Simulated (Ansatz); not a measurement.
Input for Ansatz (development build ahead of 0.2.0):

```yaml
crystal:
  periodic: [false, false, false]
  atoms:
    - { symbol: Ti, position_ang: [0.0, 0.0, 0.0] }
    - { symbol: O, position_ang: [0.0, 3.3267, 0.0] }
    - { symbol: Si, position_ang: [0.0, -3.9891, 0.0] }
basis:
  gaussian: { orbitals: pcseg-2 }
magnetization:
  initial_magnetization: 4
hamiltonian:
  xc: pbe
```

The input is written out in the form of the current development build from the run's settings.

The run gave:

| Item | Value |
| --- | --- |
| Converged | yes |
| Total energy | -1213.42154 hartree |
| Spin squared of the determinant | 6.000 |
| Stability test | minimum among restricted orbitals |

Caution: other spin multiplicities were not run; an unrestricted determinant lies well below.
